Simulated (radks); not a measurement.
All-electron atom: Tl V in [Xe] 4f14 5d8.5 5f0.5 (fractional occupations, a model configuration). All-electron calculation, scalar-relativistic Kohn-Sham, r2SCAN, spin-polarised, spherical densities, finite nucleus; open shells are filled with parallel spins first (spin-orbit coupling, left out, can overturn this in heavy ions); meta-GGA in the generalised Kohn-Sham scheme; Fermi nuclear charge, rms radius 5.4759 fm. Program: a radial shooting solver on a logarithmic mesh with Libxc functionals.

X-ray form factor f0, the Fourier transform of the density (f0(0) = 77):

| sin(theta)/lambda (1/angstrom) | f0 (electrons) |
|---|---|
| 0.05 | 76.325 |
| 0.1 | 74.449 |
| 0.15 | 71.698 |
| 0.2 | 68.393 |
| 0.25 | 64.799 |
| 0.3 | 61.134 |
| 0.4 | 54.209 |
| 0.5 | 48.289 |
| 0.6 | 43.387 |
| 0.8 | 35.694 |
| 1 | 29.649 |
| 1.25 | 23.751 |
| 1.5 | 19.598 |
| 2 | 15.055 |
